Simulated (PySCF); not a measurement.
**NMR data sheet: C3H12B2N2**

```
Formula                               : C3H12B2N2
SMILES                                : C=C[B@H-]1[NH2+][B@H-](C)[NH2+]1
Point group of the computed structure : C1
Carbon signals                        : 3
Proton signals                        : 8
```

Mapped SMILES: `[CH2:1]=[CH:2][B@H-:3]1[NH2+:4][B@H-:5]([CH3:6])[NH2+:7]1` (H(Xn): hydrogen on atom n). Ha(C1) is cis to B3; Ha(N4), Ha(N7) are cis to C2 on the ring; Hb(C1) is trans to B3; Hb(N4), Hb(N7) are trans to C2 on the ring.

[PySCF 2.14: PBE0-D3(BJ)/def2-SVP geometry; shieldings: GIAO PBE0/pcSseg-1; J couplings at B3LYP/pcJ-1 (spin–dipole term only in couplings to heteroatoms); single conformer; no solvent; rapidly exchanging positions averaged; non-relativistic Hamiltonian]

Shifts are taken against calculated references (same method and geometry level): 1H (31.27 ppm) and 13C (184.41 ppm) against TMS; BF3·OEt2 for 11B (100.73 ppm); 15N (265.67 ppm) against NH3.

| carbon | δC, type | δH (multiplicity, J in Hz) | HMBC from (abs. J ≥ 3 Hz) | span of the C tensor (ppm) |
| --- | --- | --- | --- | --- |
| C1 | 123.9, CH2 | Hb(C1) 5.71 (dd, 14.3, 2.7); Ha(C1) 5.23 (dd, 20.7, 2.7) | H(C2), H(B3) | 226 |
| C2 | 156.9, CH | 6.61 (dd, 20.7, 14.3) | Hb(C1) | 275 |
| C6 | 7.9, CH3 | 0.16 (s) | – | 18 |

Other nuclei:
```
        atoms  nucleus                                                 environment  δ (ppm)  σ (ppm)
        H(B3)       1H  hydrogen on a boron bonded to C, 2 N, in a 4-membered ring     3.59    27.68
        H(B5)       1H  hydrogen on a boron bonded to C, 2 N, in a 4-membered ring     3.31    27.96
Ha(N4)/Ha(N7)       1H              hydrogen on a donor nitrogen of a Lewis adduct     1.62    29.64
Hb(N4)/Hb(N7)       1H              hydrogen on a donor nitrogen of a Lewis adduct     1.07    30.20
           B5      11B             boron bonded to C, 2 N, H, in a 4-membered ring     -9.6    110.3
           B3      11B             boron bonded to C, 2 N, H, in a 4-membered ring    -11.7    112.4
        N4/N7      15N                            donor nitrogen of a Lewis adduct     36.7    228.9
```

Selected couplings (Hz, signed; the shortest-range and largest first, 30 at most; isotopes 13C, 1H, 11B, 15N): 1J(C1,Hb(C1)) 168.2, 1J(C1,Ha(C1)) 156.5, 1J(C2,H(C2)) 139.7, 1J(C6,H(C6)) 121.8, 1J(B5,H(B5)) 119.3, 1J(B3,H(B3)) 116.6, 1J(C1,C2) 67.9, 1J(C2,B3) 65.8, 1J(B5,C6) 54.3, 1J(B3,N4) -8.3, 1J(N4,B5) -7.2, 2J(B5,H(C6)) -5.0, 2J(B3,H(C2)) 3.4, 2J(B3,B5) -3.2, 2J(Hb(C1),Ha(C1)) 2.7, 2J(N4,H(B5)) -2.1, 2J(N4,H(B3)) -1.3, 3J(Ha(C1),H(C2)) 20.7, 3J(Hb(C1),H(C2)) 14.3, 3J(B3,Hb(C1)) 10.2, 3J(B3,Ha(C1)) 6.3, 3J(H(B5),H(C6)) 5.6, 3J(H(C2),H(B3)) 2.8, 3J(N4,H(C6)) -2.5, 3J(N4,H(C2)) -1.5, 3J(C1,N4) -1.4, 4J(Hb(C1),H(B3)) -2.8, 4J(Ha(C1),H(B3)) -2.5.

- δC 156.9: alkene CH; as expected for a trigonal carbon in a double bond.
- δC 123.9: terminal =CH2 carbon; the olefinic region.
- δH 6.61: hydrogen on an alkene CH; a vinylic proton, deshielded by the sp2 carbon and the C=C anisotropy.
- δH 5.71, 5.23: hydrogen on a terminal =CH2 carbon; olefinic region.
- δH 1.62, 1.07: hydrogen on a donor nitrogen of a Lewis adduct; exchangeable; this is the value without hydrogen bonding to other molecules.
- The protons at 5.23 and 6.61 share a coupling of 20.7 Hz (vicinal, trans across C=C).
- The protons at 5.71 and 6.61 share a coupling of 14.3 Hz (vicinal, cis across C=C).
- The protons at 3.31 and 0.16 share a coupling of 5.6 Hz (vicinal).

The OH or NH signal is concentration- and solvent-dependent in practice; the value given is the gas-phase one. Hydrogens on boron are broadened and split by 11B (spin 3/2, 80 %) and 10B (spin 3). A carbon bonded to boron is broadened by the quadrupolar boron nucleus and is often missing from a measured spectrum. Splittings below 1 Hz are ignored in the labels, and close J values are merged. Unscaled 3J(H,H) at this level run about 10 % above measured values. Shifts are as computed. Against solution values, carbons near 30 ppm lie about +2 ppm off and those near 130 ppm about +5 ppm. Of 1313 compounds with measured shifts, 239 miss one by over three times the rms of a fit or turn the order of signals round; such compounds aren't used in these exercises. Couplings to exchangeable protons are dropped. Experimental scales use liquid or dissolved standards, which lie at an offset from isolated NH3 (liquid NH3: subtract about 20 ppm). 3J across rotatable bonds or in flexible rings reflects this conformer alone.
